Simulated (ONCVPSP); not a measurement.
# LDA (Perdew-Wang 92) ONCV dataset for germanium, fully relativistic all-electron reference.

Input for ONCVPSP 4.0.1:

```
# ATOM AND REFERENCE CONFIGURATION
# atsym  z   nc   nv     iexc    psfile
  Ge 32.00    3    5  -001012      upf
#
#   n    l    f
    1    0    2.00
    2    0    2.00
    2    1    6.00
    3    0    2.00
    3    1    6.00
    3    2   10.00
    4    0    2.00
    4    1    1.00
#
# PSEUDOPOTENTIAL AND OPTIMIZATION
# lmax
    2
#
#   l,   rc,      ep,       ncon, nbas, qcut
    0    1.10    0.00    4    7    8.60
    1    0.90    0.00    3    6   18.80
    2    1.25    0.00    4    9   11.40
#
# LOCAL POTENTIAL
# lloc, lpopt,  rc(5),   dvloc0
    4    1    0.80    0.00
#
# VANDERBILT-KLEINMAN-BYLANDER PROJECTORs
# l, nproj, debl
    0    2    3.10
    1    2    3.80
    2    3    3.00
#
# MODEL CORE CHARGE
# icmod, fcfact, rcfact
    3    2.75    1.55
#
# LOG DERIVATIVE ANALYSIS
# epsh1, epsh2, depsh
   -8.00    5.00    0.04
#
# OUTPUT GRID
# rlmax, drl
    6.00    0.01
#
# TEST CONFIGURATIONS
# ncnf
    4
# nvcnf
#   n    l    f
    5
    3    0    2.00
    3    1    6.00
    3    2   10.00
    4    0    2.00
    4    1    2.00
#
    5
    3    0    2.00
    3    1    6.00
    3    2   10.00
    4    0    2.00
    4    1    0.00
#
    5
    3    0    2.00
    3    1    6.00
    3    2   10.00
    4    0    1.00
    4    1    0.00
#
    5
    3    0    2.00
    3    1    6.00
    3    2    9.00
    4    0    2.00
    4    1    2.00
#
```

Command:

```bash
oncvpspr.x < Ge.dat > Ge.out
```

Resulting log (shortened: citation, most of the input echo, consistency checks and plot data are left out):

```
ONCVPSP  (Optimized Norm-Conservinng Vanderbilt PSeudopotential)
relativistic version 4.0.1

#   n    l    f        energy (Ha)
    1    0    2.00    -4.0229651D+02
    2    0    2.00    -5.0639895D+01
    2    1    6.00    -4.3961224D+01    -4.5130117D+01
    3    0    2.00    -6.4960050D+00
    3    1    6.00    -4.5214189D+00    -4.6790783D+00
    3    2   10.00    -1.4101778D+00    -1.4317708D+00
    4    0    2.00    -7.4010417D-01
    4    1    1.00    -4.1840139D-01    -4.2770972D-01

Reference configufation results
  iterations    26
  all-electron total energy (Ha)   -2.09571815D+03

Begin loop to  construct optimized pseudo wave functions
and semi-local pseudopoentials for all angular momenta

Calculating optimized projector #   1

 for l=   0

    Fraction of norm inside rc  0.961112
    Optimizing pswf for qcut=   8.60 a_B^-1,  ecut=  36.99 Ha
    Residual kinetic energy error=  1.96D-04 Ha

    Energy error per electron        Cutoff
         Ha          eV             Ha
         0.01000     0.27211       16.09
         0.00100     0.02721       20.93
         0.00010     0.00272       59.03
         0.00001     0.00027      107.38

Calculating optimized projector #   2

 for l=   0

    Fraction of norm inside rc  0.070106
    Optimizing pswf for qcut=   8.60 a_B^-1,  ecut=  36.99 Ha
    Residual kinetic energy error=  3.73D-04 Ha

    Energy error per electron        Cutoff
         Ha          eV             Ha
         0.01000     0.27211       13.57
         0.00100     0.02721       29.69
         0.00010     0.00272       68.51
         0.00001     0.00027      134.05

Calculating optimized projector #   1

 for l=   1

    Fraction of norm inside rc  0.841156
    Optimizing pswf for qcut=  18.78 a_B^-1,  ecut= 176.29 Ha
    Residual kinetic energy error=  3.24D-08 Ha

    Energy error per electron        Cutoff
         Ha          eV             Ha
         0.01000     0.27211       45.89
         0.00100     0.02721       56.65
         0.00010     0.00272       94.48
         0.00001     0.00027      116.84

Calculating optimized projector #   2

 for l=   1

    Fraction of norm inside rc  0.027516
    Optimizing pswf for qcut=  18.78 a_B^-1,  ecut= 176.29 Ha
    Residual kinetic energy error=  1.24D-09 Ha

    Energy error per electron        Cutoff
         Ha          eV             Ha
         0.01000     0.27211       32.83
         0.00100     0.02721       45.96
         0.00010     0.00272       57.93
         0.00001     0.00027      106.03

Calculating optimized projector #   1

 for l=   1

    Fraction of norm inside rc  0.851751
    Optimizing pswf for qcut=  18.78 a_B^-1,  ecut= 176.29 Ha
    Residual kinetic energy error=  2.93D-08 Ha

    Energy error per electron        Cutoff
         Ha          eV             Ha
         0.01000     0.27211       47.93
         0.00100     0.02721       58.94
         0.00010     0.00272       85.79
         0.00001     0.00027      114.69

Calculating optimized projector #   2

 for l=   1

    Fraction of norm inside rc  0.027624
    Optimizing pswf for qcut=  18.78 a_B^-1,  ecut= 176.29 Ha
    Residual kinetic energy error=  1.11D-09 Ha

    Energy error per electron        Cutoff
         Ha          eV             Ha
         0.01000     0.27211       34.36
         0.00100     0.02721       47.88
         0.00010     0.00272       59.41
         0.00001     0.00027      103.21

   Wellstate for l =  2  n =  5 kap= -3
     eigenvalue =   1.5898
     asymptotic potential =   2.0898
     half-point radius =  3.2307

   Wellstate for l =  2  n =  6 kap= -3
     eigenvalue =   4.5898
     asymptotic potential =   5.0898
     half-point radius =  2.7790

Calculating optimized projector #   1

 for l=   2

    Fraction of norm inside rc  0.900597
    Optimizing pswf for qcut=  11.41 a_B^-1,  ecut=  65.10 Ha
    Residual kinetic energy error=  1.22D-04 Ha

    Energy error per electron        Cutoff
         Ha          eV             Ha
         0.01000     0.27211       51.29
         0.00100     0.02721       58.56
         0.00010     0.00272       67.90
         0.00001     0.00027      195.54

Calculating optimized projector #   2

 for l=   2

    Fraction of norm inside rc  0.059476
    Optimizing pswf for qcut=  11.41 a_B^-1,  ecut=  65.10 Ha
    Residual kinetic energy error=  1.67D-04 Ha

    Energy error per electron        Cutoff
         Ha          eV             Ha
         0.01000     0.27211       48.42
         0.00100     0.02721       58.29
         0.00010     0.00272       70.76
         0.00001     0.00027      220.74

Calculating optimized projector #   3

 for l=   2

    Fraction of norm inside rc  0.081033
    Optimizing pswf for qcut=  11.41 a_B^-1,  ecut=  65.10 Ha
    Residual kinetic energy error=  8.63D-04 Ha

    Energy error per electron        Cutoff
         Ha          eV             Ha
         0.01000     0.27211       54.55
         0.00100     0.02721       64.50
         0.00010     0.00272       94.56
         0.00001     0.00027      181.82

   Wellstate for l =  2  n =  5 kap=  2
     eigenvalue =   1.5682

   Wellstate for l =  2  n =  6 kap=  2
     eigenvalue =   4.5877

Calculating optimized projector #   1

 for l=   2

    Fraction of norm inside rc  0.903281
    Optimizing pswf for qcut=  11.41 a_B^-1,  ecut=  65.10 Ha
    Residual kinetic energy error=  1.25D-04 Ha

    Energy error per electron        Cutoff
         Ha          eV             Ha
         0.01000     0.27211       51.36
         0.00100     0.02721       58.61
         0.00010     0.00272       68.86
         0.00001     0.00027      195.90

Calculating optimized projector #   2

 for l=   2

    Fraction of norm inside rc  0.059780
    Optimizing pswf for qcut=  11.41 a_B^-1,  ecut=  65.10 Ha
    Residual kinetic energy error=  1.71D-04 Ha

    Energy error per electron        Cutoff
         Ha          eV             Ha
         0.01000     0.27211       48.51
         0.00100     0.02721       58.37
         0.00010     0.00272       71.20
         0.00001     0.00027      221.61

Calculating optimized projector #   3

 for l=   2

    Fraction of norm inside rc  0.081526
    Optimizing pswf for qcut=  11.41 a_B^-1,  ecut=  65.10 Ha
    Residual kinetic energy error=  8.85D-04 Ha

    Energy error per electron        Cutoff
         Ha          eV             Ha
         0.01000     0.27211       54.67
         0.00100     0.02721       64.60
         0.00010     0.00272       94.92
         0.00001     0.00027      182.45

Construct Vanderbilt / Kleinmman-Bylander projectors

B matrix Hermiticity error, ll=  0  kap= -1
   1   2    1.0678D-03

  Orthonormal projector coefficients  1.1214E+01  2.3631E+00

B matrix Hermiticity error, ll=  1  kap= -2
   1   2    5.7354D-04

  Orthonormal projector coefficients  3.5355E+00 -1.9598E+00

B matrix Hermiticity error, ll=  1  kap=  1
   1   2    6.0707D-04

  Orthonormal projector coefficients  3.1657E+00 -2.3216E+00

B matrix Hermiticity error, ll=  2  kap= -3
   1   2   -3.4988D-04
   1   3    5.7294D-04
   2   3    1.4172D-04

  Orthonormal projector coefficients -1.8293E+01 -9.4591E+00 -3.2899E+00

B matrix Hermiticity error, ll=  2  kap=  2
   1   2   -3.5340D-04
   1   3    5.7866D-04
   2   3    1.4239D-04

  Orthonormal projector coefficients -1.8324E+01 -9.5091E+00 -3.3163E+00

 Orthonormal scalar projector coefficients, l =  1
  3.4062E+00 -2.0753E+00  9.0164E-04 -4.6470E-06

 Orthonormal spin-orbit projector coefficients, l =  1
  4.8951E-01 -4.0989E-02  3.9369E-02 -1.4998E-04

 Orthonormal scalar projector coefficients, l =  2
 -1.8305E+01 -9.4791E+00 -3.3004E+00 -6.2475E-06 -4.6644E-07 -1.5961E-08

 Orthonormal spin-orbit projector coefficients, l =  2
  2.3050E-02  1.7446E-02  8.0783E-03 -5.4871E-03 -1.2891E-04 -3.4347E-06

Model core correction analysis
  based on d2Exc/dn_idn_j

d2excae - all-electron derivatives

   -3.362784D-02   -3.174900D-02   -2.613310D-02   -2.623787D-03
   -1.454945D-03
   -3.174903D-02   -3.098738D-02   -2.566221D-02   -3.055369D-03
   -1.705109D-03
   -2.613317D-02   -2.566225D-02   -2.500696D-02   -5.404762D-03
   -3.144460D-03
   -2.623772D-03   -3.055324D-03   -5.404454D-03   -2.772594D-02
   -2.468790D-02
   -1.454946D-03   -1.705100D-03   -3.144305D-03   -2.468621D-02
   -2.708330D-02

d2excps - pseudofunction derivatives with no core correction

   -5.781062D-02   -4.728437D-02   -3.401160D-02   -4.983806D-03
   -2.472190D-03
   -4.728528D-02   -4.478169D-02   -3.583364D-02   -4.505064D-03
   -2.535962D-03
   -3.401183D-02   -3.583374D-02   -3.455206D-02   -6.562126D-03
   -3.893510D-03
   -4.984177D-03   -4.504995D-03   -6.561483D-03   -3.363795D-02
   -2.974064D-02
   -2.472282D-03   -2.535966D-03   -3.893205D-03   -2.973667D-02
   -3.274794D-02

rms 2nd derivative error    8.533827E-03

rmatch, rhocmatch    0.3191   97.8452

Teter function model core charge with specified parameters

d2excps - pseudofunction derivatives with core correction

   -4.474724D-02   -4.097303D-02   -3.208074D-02   -3.790680D-03
   -2.083347D-03
   -4.097306D-02   -4.070869D-02   -3.430435D-02   -3.964862D-03
   -2.294791D-03
   -3.208074D-02   -3.430437D-02   -3.383451D-02   -6.411512D-03
   -3.808537D-03
   -3.790659D-03   -3.964763D-03   -6.410867D-03   -3.352737D-02
   -2.970680D-02
   -2.083357D-03   -2.294779D-03   -3.808231D-03   -2.970283D-02
   -3.273343D-02

rms 2nd derivative error    5.695839E-03

Pseudoatom total energy -283.269422

Diagnostic tests using Vanderbilt-Kleinman-Bylander pseudopotentials
  relativistic with J = L +/- 1/2 projectors

   l  kap   rcore       rmatch      e in        delta e    norm test   slope test

   0  -1   1.1006571   1.1340755  -6.4960050   0.0000175   1.0002919   1.0002648
   0  -1   1.1006571   1.1340755  -0.7401042   0.0000163   1.0000672   1.0000515

   1  -2   0.9034803   0.9309119  -4.5214189   0.0000339   1.0002582   1.0003262
   1   1   0.9034803   0.9309119  -4.6790783   0.0001123   1.0002689   1.0003005
   1  -2   0.9034803   0.9309119  -0.4184014   0.0000182   1.0001903   1.0001153
   1   1   0.9034803   0.9309119  -0.4277097   0.0000434   1.0002729   1.0001893

   2  -3   1.2554737   1.2935926  -1.4101778  -0.0000131   1.0002040   1.0002405
   2   2   1.2554737   1.2935926  -1.4317708  -0.0000036   1.0002208   1.0002168
   2  -3   1.2554737   1.2935926   1.5898222   0.0000601   1.0003190   1.0003190
   2   2   1.2554737   1.2935926   1.5876743   0.0000736   1.0003170   1.0003170
   2  -3   1.2554737   1.2935926   4.5898222   0.0001270   1.0003893   1.0003893
   2   2   1.2554737   1.2935926   4.5874619   0.0001356   1.0003905   1.0003905

Diagnostic tests using Vanderbilt-Kleinman-Bylander pseudopotentials
  relativistic with scalar and spin-orbit non-local projectors

   l  kap   rcore       rmatch      e in        delta e    norm test   slope test

   0  -1   1.1006571   1.1340755  -6.4960050   0.0000175   1.0002919   1.0002648
   0  -1   1.1006571   1.1340755  -0.7401042   0.0000163   1.0000672   1.0000515

   1  -2   0.9034803   0.9309119  -4.5214189  -0.0000808   1.0002557   1.0002994
   1   1   0.9034803   0.9309119  -4.6790783  -0.0000073   1.0002633   1.0002709
   1  -2   0.9034803   0.9309119  -0.4184014   0.0000174   1.0001775   1.0001138
   1   1   0.9034803   0.9309119  -0.4277097   0.0000427   1.0002632   1.0001881

   2  -3   1.2554737   1.2935926  -1.4101778  -0.0000124   1.0002041   1.0002409
   2   2   1.2554737   1.2935926  -1.4317708  -0.0000038   1.0002208   1.0002167
   2  -3   1.2554737   1.2935926   1.5898222   0.0000601   1.0003189   1.0003189
   2   2   1.2554737   1.2935926   1.5876743   0.0000736   1.0003170   1.0003170
   2  -3   1.2554737   1.2935926   4.5898222   0.0001275   1.0003893   1.0003893
   2   2   1.2554737   1.2935926   4.5874619   0.0001354   1.0003905   1.0003905

Ghost test for J = L + 1/2

 Testing for bound ghosts
   n   l    E NL Schr. Eq   E Basis Diag.   E Cutoff

   1   0       -6.495987       -6.495986    157.16
   2   0       -0.740088       -0.625042    157.16

   2   1       -4.521385       -4.521218    190.23
   3   1       -0.418383        0.151035    190.23

   3   2       -1.410191       -1.409944    352.20

 Testing for highly-localized positive-energy ghosts
       l    <radius>/rc     E Basis Diag.   E Cutoff

Ghost test for J = L - 1/2

 Testing for bound ghosts
   n   l    E NL Schr. Eq   E Basis Diag.   E Cutoff

   1   0       -6.495987       -6.495986    157.16
   2   0       -0.740088       -0.625042    157.16

   2   1       -4.678966       -4.678830    190.23
   3   1       -0.427666        0.120711    190.23

   3   2       -1.431774       -1.431545    352.20

 Testing for highly-localized positive-energy ghosts
       l    <radius>/rc     E Basis Diag.   E Cutoff

Test configuration 0

   n   l kap    f        eae           eps        diff
   1   0  -1  2.0000 -402.29650514
   2   0  -1  2.0000  -50.63989497
   2   1  -2  4.0000  -43.96122430
   2   1   1  2.0000  -45.13011703
   3   0  -1  2.0000   -6.49600502   -6.49598748    1.75E-05
   3   1  -2  4.0000   -4.52141894   -4.52138508    3.39E-05
   3   1   1  2.0000   -4.67907832   -4.67896598    1.12E-04
   3   2  -3  6.0000   -1.41017780   -1.41019093   -1.31E-05
   3   2   2  4.0000   -1.43177077   -1.43177432   -3.55E-06
   4   0  -1  2.0000   -0.74010417   -0.74008787    1.63E-05
   4   1  -2  0.6667   -0.41840139   -0.41838321    1.82E-05
   4   1   1  0.3333   -0.42770972   -0.42766636    4.34E-05

    Total energies and differences
      AE_ref= -2.09571815E+03  AE_tst= -2.09571815E+03  dif=  0.00E+00
      PS_ref= -2.83269422E+02  PS_tst= -2.83269422E+02  dif=  1.42E-12
      PSP excitation error= -1.42E-12

Test configuration 1

   n   l kap    f        eae           eps        diff
   1   0  -1  2.0000 -401.95955748
   2   0  -1  2.0000  -50.30592213
   2   1  -2  4.0000  -43.62686130
   2   1   1  2.0000  -44.79570503
   3   0  -1  2.0000   -6.16226315   -6.16205464    2.09E-04
   3   1  -2  4.0000   -4.18768729   -4.18752980    1.57E-04
   3   1   1  2.0000   -4.34534397   -4.34509678    2.47E-04
   3   2  -3  6.0000   -1.07734879   -1.07718178    1.67E-04
   3   2   2  4.0000   -1.09890720   -1.09872766    1.80E-04
   4   0  -1  2.0000   -0.43890682   -0.43890780   -9.82E-07
   4   1  -2  1.3333   -0.14638722   -0.14638207    5.14E-06
   4   1   1  0.6667   -0.15353380   -0.15350968    2.41E-05

    Total energies and differences
      AE_ref= -2.09571815E+03  AE_tst= -2.09599865E+03  dif= -2.80E-01
      PS_ref= -2.83269422E+02  PS_tst= -2.83549903E+02  dif= -2.80E-01
      PSP excitation error= -1.82E-05

Test configuration 2

   n   l kap    f        eae           eps        diff
   1   0  -1  2.0000 -402.70794932
   2   0  -1  2.0000  -51.04474865
   2   1  -2  4.0000  -44.36690010
   2   1   1  2.0000  -45.53589937
   3   0  -1  2.0000   -6.89988792   -6.90053230   -6.44E-04
   3   1  -2  4.0000   -4.92518883   -4.92553869   -3.50E-04
   3   1   1  2.0000   -5.08287856   -5.08318298   -3.04E-04
   3   2  -3  6.0000   -1.81189184   -1.81226016   -3.68E-04
   3   2   2  4.0000   -1.83356068   -1.83392500   -3.64E-04
   4   0  -1  2.0000   -1.08881568   -1.08878558    3.01E-05
   4   1  -2  0.0000   -0.73542633   -0.73542633    0.00E+00
   4   1   1  0.0000   -0.74714003   -0.74714003    0.00E+00

    Total energies and differences
      AE_ref= -2.09571815E+03  AE_tst= -2.09514071E+03  dif=  5.77E-01
      PS_ref= -2.83269422E+02  PS_tst= -2.82692015E+02  dif=  5.77E-01
      PSP excitation error=  3.82E-05

Test configuration 3

   n   l kap    f        eae           eps        diff
   1   0  -1  2.0000 -403.23875604
   2   0  -1  2.0000  -51.56266247
   2   1  -2  4.0000  -44.88589131
   2   1   1  2.0000  -46.05506319
   3   0  -1  2.0000   -7.41772728   -7.42183746   -4.11E-03
   3   1  -2  4.0000   -5.44241618   -5.44461897   -2.20E-03
   3   1   1  2.0000   -5.60020870   -5.60254139   -2.33E-03
   3   2  -3  6.0000   -2.32382461   -2.32529150   -1.47E-03
   3   2   2  4.0000   -2.34567011   -2.34715670   -1.49E-03
   4   0  -1  1.0000   -1.50275925   -1.50289879   -1.40E-04
   4   1  -2  0.0000   -1.11295032   -1.11295032    0.00E+00
   4   1   1  0.0000   -1.12760954   -1.12760954    0.00E+00

    Total energies and differences
      AE_ref= -2.09571815E+03  AE_tst= -2.09384659E+03  dif=  1.87E+00
      PS_ref= -2.83269422E+02  PS_tst= -2.81397853E+02  dif=  1.87E+00
      PSP excitation error= -2.87E-06

Test configuration 4

   n   l kap    f        eae           eps        diff
   1   0  -1  2.0000 -402.74574403
   2   0  -1  2.0000  -51.13280824
   2   1  -2  4.0000  -44.45021516
   2   1   1  2.0000  -45.61858174
   3   0  -1  2.0000   -6.90691037   -6.89839206    8.52E-03
   3   1  -2  4.0000   -4.92292296   -4.91441034    8.51E-03
   3   1   1  2.0000   -5.08403243   -5.07466495    9.37E-03
   3   2  -3  5.4000   -1.79061983   -1.76958650    2.10E-02
   3   2   2  3.6000   -1.81365907   -1.79225422    2.14E-02
   4   0  -1  2.0000   -0.84392879   -0.84428830   -3.60E-04
   4   1  -2  1.3333   -0.48742225   -0.48749983   -7.76E-05
   4   1   1  0.6667   -0.49902331   -0.49909269   -6.94E-05

    Total energies and differences
      AE_ref= -2.09571815E+03  AE_tst= -2.09456735E+03  dif=  1.15E+00
      PS_ref= -2.83269422E+02  PS_tst= -2.82128126E+02  dif=  1.14E+00
      PSP excitation error=  9.51E-03
```

The run took about 5.7 s on one core of a shared server CPU.
